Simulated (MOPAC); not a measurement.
MOPAC input (AM1):

```
AM1 FORCE THERMO(298,298) PRECISE LET CHARGE=-1 GEO-OK AUX(PRECISION=9) THREADS=1
C4H2ISe

I     1.98589636 1   -0.38802384 1    0.06573465 1
C    -0.03262233 1   -0.13669086 1   -0.00719980 1
C    -0.89403639 1   -1.28904488 1   -0.09219743 1
C    -2.23997541 1   -1.14049458 1   -0.14164439 1
Se   -2.48109322 1    0.88730412 1   -0.06491027 1
C    -0.59996541 1    1.07845011 1    0.02125276 1
H    -0.44060416 1   -2.28788081 1   -0.11612085 1
H    -0.17622173 1    2.07041906 1    0.08124679 1
```

From the output:

```
     H    8   0.009407   6.026671

          HEAT OF FORMATION =      77.576796 KCALS/MOLE

          ZERO POINT ENERGY      27.371 KCAL/MOL

           NORMAL COORDINATE ANALYSIS (Total motion = 1 Angstrom)

   Root No.       1         2         3         4         5         6         7         8

                 1 A"      1 A'      2 A'      2 A"      3 A'      3 A"      4 A'      5 A'

                 138.9     185.8     243.2     317.3     377.3     544.4     550.9     701.4

           1   -0.0000   -0.0299    0.0860    0.0000    0.0157   -0.0000   -0.0191   -0.0097
           2   -0.0000    0.0307    0.0109    0.0000    0.0035   -0.0000   -0.0001    0.0023
           3   -0.0219   -0.0000   -0.0000    0.0020   -0.0000   -0.0024   -0.0000   -0.0000
           4    0.0000   -0.0117   -0.0148   -0.0000   -0.0233    0.0000    0.1156    0.0724
           5    0.0000   -0.1556   -0.1203   -0.0000    0.0265    0.0000   -0.0718   -0.0230
           6    0.1682    0.0000    0.0000   -0.0638    0.0000    0.1778    0.0000    0.0000
           7    0.0000   -0.0713   -0.1022   -0.0000   -0.1669   -0.0000    0.1242   -0.0252
           8    0.0000   -0.1198   -0.0774   -0.0000    0.0932   -0.0000   -0.0454    0.0394
           9    0.0999   -0.0000   -0.0000   -0.1012    0.0000   -0.0604   -0.0000    0.0000
          10   -0.0000   -0.0753   -0.1093    0.0000   -0.1757    0.0000    0.1158   -0.0160
          11   -0.0000   -0.0307   -0.0034    0.0000    0.2245    0.0000    0.2796   -0.0763
          12   -0.0326   -0.0000   -0.0000    0.1866    0.0000    0.0298   -0.0000    0.0000
          13   -0.0000    0.0629   -0.0983   -0.0000    0.0305   -0.0000   -0.0317   -0.0410
          14   -0.0000    0.0178    0.0342   -0.0000   -0.0686   -0.0000   -0.0055   -0.0105
          15   -0.0377    0.0000    0.0000   -0.0206   -0.0000   -0.0008    0.0000    0.0000
          16    0.0000    0.0587   -0.0221    0.0000    0.0218   -0.0000    0.0509    0.3110
          17    0.0000   -0.1115   -0.1178    0.0000    0.0620   -0.0000   -0.1051    0.0964
          18    0.2072    0.0000    0.0000    0.0968   -0.0000   -0.0609    0.0000   -0.0000
          19    0.0000   -0.1235   -0.1701   -0.0000   -0.2668   -0.0000   -0.0243   -0.0218
          20    0.0000   -0.1505   -0.1185   -0.0000    0.0358   -0.0000   -0.1235    0.0317
          21    0.1471   -0.0000   -0.0000   -0.2877    0.0000   -0.4291    0.0000    0.0000
          22    0.0000    0.1407    0.0022    0.0000    0.0023   -0.0000    0.0756    0.3772
          23    0.0000   -0.1339   -0.1233    0.0000    0.0624   -0.0000   -0.1119    0.0668
          24    0.2853    0.0000    0.0000    0.2415   -0.0000   -0.2389    0.0000   -0.0000

   Root No.       9        10        11        12        13        14        15        16

                 4 A"      5 A"      6 A'      7 A'      8 A'      9 A'     10 A'     11 A'

                 812.2     847.2     857.8    1086.0    1192.7    1359.8    1677.9    1761.4

           1   -0.0000   -0.0000   -0.0087    0.0007    0.0002   -0.0029   -0.0006    0.0009
           2   -0.0000   -0.0000    0.0001   -0.0001   -0.0000   -0.0002   -0.0003   -0.0001
           3   -0.0007   -0.0005    0.0000   -0.0000   -0.0000    0.0000   -0.0000   -0.0000
           4    0.0000    0.0000    0.1982   -0.0143   -0.0149    0.1943    0.0004   -0.1302
           5    0.0000    0.0000    0.0129    0.0007   -0.0201    0.1400   -0.0873    0.2606
           6    0.0450    0.0707   -0.0000    0.0000    0.0000   -0.0000    0.0000   -0.0000
           7    0.0000   -0.0000   -0.0417    0.0010   -0.0168   -0.0269    0.3440    0.0552
           8    0.0000   -0.0000    0.1638    0.0628   -0.0083   -0.1915    0.0678   -0.0291
           9    0.0091   -0.1541   -0.0000   -0.0000   -0.0000    0.0000   -0.0000   -0.0000
          10    0.0000    0.0000   -0.0345    0.0069   -0.0418   -0.0938   -0.3136   -0.0572
          11    0.0000    0.0000   -0.0653   -0.0052    0.0281   -0.0018   -0.0173    0.0039
          12    0.0009    0.0404   -0.0000   -0.0000   -0.0000    0.0000    0.0000   -0.0000
          13    0.0000    0.0000    0.0028    0.0001   -0.0005   -0.0020   -0.0002    0.0009
          14    0.0000    0.0000    0.0035   -0.0027    0.0002    0.0003    0.0002   -0.0001
          15    0.0025    0.0010    0.0000    0.0000    0.0000   -0.0000   -0.0000    0.0000
          16   -0.0000   -0.0000   -0.0192   -0.0649    0.0253   -0.0604   -0.0214    0.1257
          17   -0.0000   -0.0000   -0.1394   -0.0269   -0.0350    0.0597    0.0481   -0.2090
          18   -0.1296   -0.0124    0.0000    0.0000    0.0000   -0.0000   -0.0000    0.0000
          19   -0.0000    0.0000   -0.1016    0.0487    0.6654    0.1376   -0.0087   -0.1013
          20   -0.0000    0.0000    0.1125    0.0894    0.4148   -0.0806   -0.1533   -0.1010
          21   -0.0160    0.6831   -0.0000   -0.0000   -0.0000    0.0000    0.0000   -0.0000
          22    0.0000   -0.0000   -0.2425    0.7001   -0.0773    0.2239   -0.0097   -0.0022
          23    0.0000   -0.0000   -0.0717   -0.2357   -0.0096    0.0012    0.0396   -0.2003
          24    0.7962   -0.0378    0.0000   -0.0000    0.0000   -0.0000   -0.0000    0.0000

   Root No.      17        18

                12 A'     13 A'

                3199.3    3293.0

           1   -0.0000    0.0000
           2   -0.0000   -0.0000
           3    0.0000   -0.0000
           4    0.0017   -0.0046
           5   -0.0028    0.0013
           6    0.0000    0.0000
           7    0.0386    0.0003
           8   -0.0604    0.0032
           9    0.0000    0.0000
          10    0.0002   -0.0005
          11   -0.0029    0.0006
          12    0.0000    0.0000
          13   -0.0001   -0.0001
          14    0.0001   -0.0002
          15   -0.0000   -0.0000
          16   -0.0008   -0.0155
          17   -0.0002   -0.0744
          18   -0.0000    0.0000
          19   -0.4713    0.0107
          20    0.7642   -0.0180
          21   -0.0000    0.0000
          22    0.0060    0.2362
          23    0.0224    0.8623
          24   -0.0000   -0.0000

           MASS-WEIGHTED COORDINATE ANALYSIS (NORMAL COORDINATES)

   Root No.       1         2         3         4         5         6         7         8

                 1 A"      1 A'      2 A'      2 A"      3 A'      3 A"      4 A'      5 A'

                 138.9     185.8     243.2     317.3     377.3     544.4     550.9     701.4

           1   -0.0000   -0.2801    0.6059    0.0000    0.1239   -0.0000   -0.1581   -0.0825
           2   -0.0000    0.2879    0.0765    0.0000    0.0273   -0.0000   -0.0009    0.0198
           3   -0.2192   -0.0000   -0.0000    0.0235   -0.0000   -0.0316   -0.0000   -0.0000
           4    0.0000   -0.0338   -0.0321   -0.0000   -0.0567    0.0000    0.2938    0.1899
           5    0.0000   -0.4490   -0.2606   -0.0000    0.0643    0.0000   -0.1826   -0.0604
           6    0.5183    0.0000    0.0000   -0.2359    0.0000    0.7249    0.0000    0.0000
           7    0.0000   -0.2056   -0.2214   -0.0000   -0.4053   -0.0000    0.3158   -0.0660
           8    0.0000   -0.3456   -0.1678   -0.0000    0.2263   -0.0000   -0.1154    0.1033
           9    0.3078   -0.0000   -0.0000   -0.3742    0.0000   -0.2462   -0.0000    0.0000
          10   -0.0000   -0.2173   -0.2368    0.0000   -0.4267    0.0000    0.2944   -0.0420
          11   -0.0000   -0.0885   -0.0074    0.0000    0.5452    0.0000    0.7106   -0.2001
          12   -0.1004   -0.0000   -0.0000    0.6899    0.0000    0.1214   -0.0000    0.0000
          13   -0.0000    0.4655   -0.5463   -0.0000    0.1900   -0.0000   -0.2068   -0.2760
          14   -0.0000    0.1318    0.1897   -0.0000   -0.4271   -0.0000   -0.0360   -0.0709
          15   -0.2978    0.0000    0.0000   -0.1949   -0.0000   -0.0080    0.0000    0.0000
          16    0.0000    0.1694   -0.0479    0.0000    0.0528   -0.0000    0.1293    0.8158
          17    0.0000   -0.3218   -0.2553    0.0000    0.1505   -0.0000   -0.2671    0.2528
          18    0.6385    0.0000    0.0000    0.3578   -0.0000   -0.2485    0.0000   -0.0000
          19    0.0000   -0.1032   -0.1068   -0.0000   -0.1877   -0.0000   -0.0179   -0.0165
          20    0.0000   -0.1258   -0.0744   -0.0000    0.0252   -0.0000   -0.0909    0.0241
          21    0.1313   -0.0000   -0.0000   -0.3082    0.0000   -0.5067    0.0000    0.0000
          22    0.0000    0.1176    0.0014    0.0000    0.0016   -0.0000    0.0557    0.2867
          23    0.0000   -0.1119   -0.0774    0.0000    0.0439   -0.0000   -0.0824    0.0507
          24    0.2546    0.0000    0.0000    0.2586   -0.0000   -0.2821    0.0000   -0.0000

   Root No.       9        10        11        12        13        14        15        16

                 4 A"      5 A"      6 A'      7 A'      8 A'      9 A'     10 A'     11 A'

                 812.2     847.2     857.8    1086.0    1192.7    1359.8    1677.9    1761.4

           1   -0.0000   -0.0000   -0.0892    0.0102    0.0024   -0.0274   -0.0043    0.0072
           2   -0.0000   -0.0000    0.0013   -0.0016   -0.0001   -0.0016   -0.0021   -0.0006
           3   -0.0083   -0.0064    0.0000   -0.0000   -0.0000    0.0000   -0.0000   -0.0000
           4    0.0000    0.0000    0.6221   -0.0604   -0.0620    0.5675    0.0009   -0.3289
           5    0.0000    0.0000    0.0403    0.0031   -0.0840    0.4090   -0.1805    0.6586
           6    0.1676    0.2675   -0.0000    0.0000    0.0000   -0.0000    0.0000   -0.0000
           7    0.0000   -0.0000   -0.1310    0.0043   -0.0701   -0.0786    0.7110    0.1394
           8    0.0000   -0.0000    0.5142    0.2659   -0.0344   -0.5593    0.1402   -0.0735
           9    0.0339   -0.5832   -0.0000   -0.0000   -0.0000    0.0000   -0.0000   -0.0000
          10    0.0000    0.0000   -0.1082    0.0294   -0.1742   -0.2740   -0.6481   -0.1444
```

The dipole moment of an ion depends on the origin.
